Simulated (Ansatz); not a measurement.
BClH (SMILES [BH]Cl) moved off its minimum; all values from Ansatz (a program for electronic structure), cores frozen in correlated methods. Open shells are unrestricted.
(charge 0, multiplicity 2)
```xyz
3

B     -1.1792     0.5059    -0.0437
Cl     0.4863    -0.1738     0.0132
H     -2.0706    -0.2266    -0.0089
```

Forces at HF/def2-TZVPP (eV/Å):

| atom | Fx | Fy | Fz |
|---|---|---|---|
| B1 | 1.930 | -0.338 | 0.039 |
| Cl2 | -1.190 | 0.646 | -0.050 |
| H3 | -0.739 | -0.308 | 0.011 |

Give the forces (eV/Å), the total energy and the dipole at CCSD(T)/aug-cc-pV(T+d)Z.


```tsv
atom	Fx	Fy	Fz
B1	2.217	-0.218	0.035
Cl2	-1.336	0.683	-0.054
H3	-0.880	-0.466	0.019
```
Energy -485.0655 hartree, dipole 0.68 D.
